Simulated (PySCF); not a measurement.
diethyl sulfide (C4H10S), singlet, at a GFN2-xTB geometry; BLYP/STO-3G (PySCF).

Here is a job for PySCF.
```python
from pyscf import gto, scf, dft

mol = gto.M(
    atom='''
C     2.56067389   -0.00775777   -0.23838779
C     1.10635410    0.24956373   -0.58126604
S     0.03804887   -0.22478062    0.82901552
C    -1.55389328    0.47558897    0.27674279
C    -2.19296169   -0.31591990   -0.84877641
H     2.85020935    0.56766127    0.63758031
H     3.19655208    0.27799774   -1.07400280
H     2.71677553   -1.06199573   -0.02277990
H     0.93035272    1.30838251   -0.77718921
H     0.80309992   -0.33853633   -1.44801159
H    -1.37511004    1.51243661   -0.01120054
H    -2.18265605    0.45799818    1.16637994
H    -2.31489538   -1.35557764   -0.55418283
H    -1.58215306   -0.27895306   -1.74808380
H    -3.17199533    0.09822634   -1.08263340
''',
    basis='sto-3g',
    verbose=4,
)

mf = dft.RKS(mol)
mf.xc = 'blyp'
mf.kernel()
```

The log (banner, timings and long lists left out):

```
PySCF version 2.14.0

[INPUT] verbose = 4
[INPUT] num. atoms = 15
[INPUT] num. electrons = 50
[INPUT] charge = 0
[INPUT] spin (= nelec alpha-beta = 2S) = 0
[INPUT] symmetry False subgroup None
[INPUT] Mole.unit = angstrom
[INPUT] Symbol           X                Y                Z      unit          X                Y                Z       unit  Magmom
[...]
nuclear repulsion = 236.155232521722
number of shells = 27
number of NR pGTOs = 117
number of NR cGTOs = 39
basis = sto-3g
ecp = {}

******** <class 'pyscf.dft.rks.RKS'> ********
method = RKS
initial guess = minao
damping factor = 0
level_shift factor = 0
DIIS = <class 'pyscf.scf.diis.CDIIS'>
diis_start_cycle = 1
diis_space = 8
diis_damp = 0
SCF conv_tol = 1e-09
SCF conv_tol_grad = None
SCF max_cycles = 50
direct_scf = True
direct_scf_tol = 1e-13
XC library pyscf.dft.libxc version 7.1.2
    S. Lehtola, C. Steigemann, M. J. T. Oliveira, and M. A. L. Marques,  SoftwareX 7, 1–5 (2018)
XC functionals = blyp
    A. D. Becke,  Phys. Rev. A 38, 3098 (1988)
    C. Lee, W. Yang, and R. G. Parr,  Phys. Rev. B 37, 785 (1988)
    B. Miehlich, A. Savin, H. Stoll, and H. Preuss,  Chem. Phys. Lett. 157, 200 (1989)
radial grids:
    Treutler-Ahlrichs [JCP 102, 346 (1995); DOI:10.1063/1.469408] (M4) radial grids

becke partition: Becke, JCP 88, 2547 (1988); DOI:10.1063/1.454033
pruning grids: <function nwchem_prune>
grids dens level: 3
symmetrized grids: False
atomic radii adjust function: <function treutler_atomic_radii_adjust>
small_rho_cutoff = 0
Set gradient conv threshold to 3.16228e-05
Initial guess from minao.
tot grids = 173432
init E= -550.078966711677
[...]
cycle= 1 E= -550.156411857132  delta_E= -0.0774  |g|= 0.21  |ddm|= 4.61
[...]
cycle= 2 E= -550.160310058889  delta_E= -0.0039  |g|= 0.196  |ddm|= 0.705
[...]
cycle= 3 E= -550.173770796266  delta_E= -0.0135  |g|= 0.0323  |ddm|= 0.327
[...]
cycle= 4 E= -550.174068182488  delta_E= -0.000297  |g|= 0.00698  |ddm|= 0.0487
[...]
cycle= 5 E= -550.174081989252  delta_E= -1.38e-05  |g|= 0.00255  |ddm|= 0.0147
[...]
cycle= 6 E= -550.174084603705  delta_E= -2.61e-06  |g|= 0.000142  |ddm|= 0.00468
[...]
cycle= 7 E= -550.174084612581  delta_E= -8.88e-09  |g|= 3.53e-05  |ddm|= 0.000313
[...]
cycle= 8 E= -550.174084612941  delta_E= -3.6e-10  |g|= 1.32e-05  |ddm|= 6.65e-05
[...]
Extra cycle  E= -550.174084612885  delta_E= 5.64e-11  |g|= 1.88e-05  |ddm|= 4.68e-05
converged SCF energy = -550.174084612885
```
